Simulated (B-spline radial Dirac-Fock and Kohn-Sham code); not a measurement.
Core-hole lifetimes of Os⁺

System: Os⁺ in the configuration [Xe] 4f14 5d6 6p1 (not the ground configuration).

These are calculated numbers from a radial finite-basis atomic code; the model is independent-particle rates on relativistic LDA orbitals of the hole state (multipoles up to L = 3, Coulomb Auger matrix elements, transition energies from Dirac-Fock).

Partial widths are in eV. Coster-Kronig decay leaves a hole in the same principal shell; its rates are the weakest part of the model, often 1.5 to 2.5 times too large and more for N holes. Holes without an open Auger channel, or with an unreliable SCF state, are not listed.

| hole | radiative | Auger | Coster-Kronig | total | fluorescence yield | lifetime (fs) |
| --- | --- | --- | --- | --- | --- | --- |
| 1s | 41.6 | 1.61 | 0 | 43.2 | 0.963 | 0.0152 |
| 2s | 0.933 | 1.94 | 6.90 | 9.78 | 0.0954 | 0.0673 |
| 2p1/2 | 1.60 | 2.84 | 0.703 | 5.14 | 0.311 | 0.128 |
| 2p3/2 | 1.42 | 3.67 | 0 | 5.10 | 0.279 | 0.129 |
| 3s | 0.0345 | 1.09 | 16.3 | 17.4 | 0.00198 | 0.0378 |
| 3p1/2 | 0.0368 | 1.19 | 11.4 | 12.7 | 0.00290 | 0.0520 |
| 3p3/2 | 0.0387 | 1.47 | 7.95 | 9.46 | 0.00409 | 0.0696 |
| 3d3/2 | 0.0465 | 1.93 | 0.0622 | 2.04 | 0.0228 | 0.323 |
| 3d5/2 | 0.0439 | 2.02 | 0 | 2.06 | 0.0213 | 0.319 |
| 4s | 0.00119 | 0.132 | 13.7 | 13.8 | 8.64e-05 | 0.0477 |
| 4p1/2 | 0.00195 | 0.141 | 12.2 | 12.3 | 0.000158 | 0.0535 |
| 4p3/2 | 0.00123 | 0.153 | 9.38 | 9.54 | 0.000129 | 0.0690 |
| 4d3/2 | 0.00154 | 0.179 | 7.34 | 7.52 | 0.000204 | 0.0875 |
| 4d5/2 | 0.00135 | 0.203 | 6.95 | 7.16 | 0.000188 | 0.0920 |
| 4f5/2 | 2.18e-06 | 0.171 | 0 | 0.171 | 1.28e-05 | 3.86 |
| 4f7/2 | 1.97e-06 | 0.169 | 0 | 0.169 | ? | ? |

Q: What are the fluorescence yield and the lifetime of the 4f7/2 hole?

A: The yield is the radiative width over the total, 1.17e-05, and the lifetime is ħ/Γ = 3.90 fs.
